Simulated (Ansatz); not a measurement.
Two members of one family (Cyclo-(X2SiS)n), computed with Ansatz in the gas phase. The two geometries come from different levels. Binding counts from free atoms in the multiplicity of their measured ground term, without zero-point energy. A dash marks a value that wasn't run or was left out as unsound. The structures are stationary points that may keep the symmetry of their start.

First: cyclo-(H2SiS)2 (singlet, charge 0, PBE0-D4/def2-SVP geometry).

```xyz
8

Si   -0.699   -1.054   -0.607
H    -1.034   -2.354    0.038
H    -1.225   -1.049   -2.001
S     1.413   -0.631   -0.535
Si    0.700    1.053    0.607
H     1.227    1.052    2.001
H     1.033    2.353   -0.040
S    -1.413    0.629    0.537
```

```tsv
level	HOMO (eV)	LUMO (eV)	gap (eV)	vertical triplet (eV)	binding per atom (eV)
PBE-D4/def2-SVP	-6.39	-1.75	4.64	–	3.26
PBE-D4/def2-TZVP	-6.45	-1.89	4.56	4.42	3.30
r2SCAN-D4/def2-TZVP	-6.74	-1.57	5.18	4.71	3.32
PBE0-D4/def2-SVP	-7.63	-0.92	6.70	–	3.23
ωB97M-V/def2-TZVP	-9.78	0.74	10.52	–	3.32
```

Second: cyclo-(H2SiS)3 (singlet, charge 0, PBE-D4/def2-SVP geometry).

```xyz
12

Si    1.4016   -1.2175   -0.4157
H     2.3606   -0.0663   -0.4920
H     2.0403   -2.4812   -0.9029
S    -0.3034   -0.8444   -1.7065
Si   -0.6107    1.2577   -1.2737
H     0.2835    2.1507   -2.0841
H    -2.0488    1.5087   -1.6252
S    -0.1569    1.7562    0.7869
Si   -0.7660   -0.0940    1.7439
H    -2.0510   -0.5826    1.1441
H    -0.9352    0.2139    3.1997
S     0.7860   -1.6011    1.6255
```

Estimate the same table for the second.


| level | HOMO (eV) | LUMO (eV) | gap (eV) | vertical triplet (eV) | binding per atom (eV) |
| --- | --- | --- | --- | --- | --- |
| PBE-D4/def2-SVP | -6.29 | -1.44 | 4.85 | – | 3.31 |
| PBE-D4/def2-TZVP | -6.35 | -1.69 | 4.66 | 4.57 | 3.35 |
| r2SCAN-D4/def2-TZVP | -6.64 | -1.40 | 5.24 | 4.92 | 3.36 |
| PBE0-D4/def2-SVP | -7.50 | -0.60 | 6.91 | – | 3.29 |
| ωB97M-V/def2-TZVP | -9.61 | 0.97 | 10.58 | – | 3.36 |
